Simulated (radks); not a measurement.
The numbers below are computed, except where a source is named.
Problem. Valence configurations of neutral nickel (all share [Ar]). Code: a radial shooting solver on a logarithmic mesh with Libxc functionals. Model: Dirac Kohn-Sham, PBEsol, spin-unpolarised, spherical densities, finite nucleus; open shells fill j = l - 1/2 first; Fermi nuclear charge, rms radius 3.7757 fm. Order these by energy: 3d8 4s1 4p1; 3d8 4p2; 3d6 4s2 4p2; 3d8 4s2; 3d8.5 4s1.5; 3d6.5 4s2 4p1.5; 3d7.5 4s2 4p0.5; 3d7 4s2 4p1; 3d9 4s1; 3d10.

Solution. From the lowest, in eV above it: 3d9 4s1 0.000; 3d8.5 4s1.5 0.371; 3d10 0.958; 3d8 4s2 1.505; 3d7.5 4s2 4p0.5 5.972; 3d8 4s1 4p1 6.090; 3d8 4p2 10.943; 3d7 4s2 4p1 11.898; 3d6.5 4s2 4p1.5 19.390; 3d6 4s2 4p2 28.546. NIST lists [Ar] 3d8 4s2 as the ground configuration; this level of theory puts 3d9 4s1 lower, by 1.505 eV. The energies are those of spherical spin-averaged densities, not of single terms.
